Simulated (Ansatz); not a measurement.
The cluster Li₈⁺, relaxed as a doublet with UKS PBE/def2-TZVP in Ansatz, starting from the GFN1-xTB geometry. Force threshold 0.02 eV/Å.

The structure comes from a short search, and lower isomers may exist.

Start:

| atom | x (Å) | y (Å) | z (Å) |
| --- | --- | --- | --- |
| Li1 | -0.874 | 0.543 | -0.026 |
| Li2 | -0.092 | 0.724 | 0.064 |
| Li3 | 0.020 | -1.566 | 0.830 |
| Li4 | 0.965 | 0.941 | 1.868 |
| Li5 | -0.173 | -1.789 | 0.736 |
| Li6 | 0.279 | 0.837 | -0.804 |
| Li7 | -0.777 | 0.138 | 0.374 |
| Li8 | 0.651 | 0.173 | -3.042 |

```tsv
step	energy (eV)	largest force component (eV/Å)	SCF passes
1	-1427.6527	763.086	51
2	-1560.0342	102.208	47
3	-1571.5605	72.066	35
4	-1590.2791	33.705	40
5	-1600.9685	16.693	40
6	-1605.5418	11.555	36
7	-1606.5455	11.235	38
8	-1608.0929	10.444	27
9	-1610.9687	9.057	28
10	-1614.5099	7.001	29
11	-1618.5506	5.121	34
12	-1621.5339	3.755	35
13	-1623.6532	2.505	37
14	-1625.0630	1.748	34
15	-1625.9296	1.099	36
16	-1626.4382	0.786	31
17	-1626.8174	0.507	31
18	-1627.0856	0.292	29
19	-1627.2647	0.198	24
20	-1627.3945	0.147	23
21	-1627.4754	0.076	23
22	-1627.5053	0.055	23
23	-1627.5262	0.029	22
24	-1627.5374	0.046	22
25	-1627.5458	0.020	22
26 (rejected)	-1627.5453	0.034	23
27	-1627.5482	0.008	23
28	-1627.5487	0.003	19
```

Force components are those of the run's own axes.

End:

```xyz
8

Li   -1.528    2.423   -0.628
Li    0.530    0.553   -0.052
Li    1.043   -1.202    2.039
Li   -0.417    1.613    2.411
Li    0.135   -2.261   -0.663
Li    2.710   -0.746   -1.148
Li   -1.861   -0.397    0.569
Li   -0.613    0.017   -2.528
```

Bonds lost: Li1–Li3, Li1–Li4, Li1–Li5, Li1–Li6, Li3–Li6, Li3–Li7, Li4–Li6, Li6–Li7 (atoms count from 1). Bonds formed: Li5–Li8 (atoms count from 1). Metal–metal contacts that move far: Li3–Li5 0.31 to 3.04 Å, Li1–Li7 0.58 to 3.08 Å, Li5–Li7 2.05 to 3.00 Å, Li4–Li7 2.43 to 3.09 Å.

The force fell under the threshold at step 27, but the optimiser went on. No frequencies were taken in this run, so the end may be a saddle point.

It took 42 s on 4 threads of Arm Neoverse V1 on a shared host.
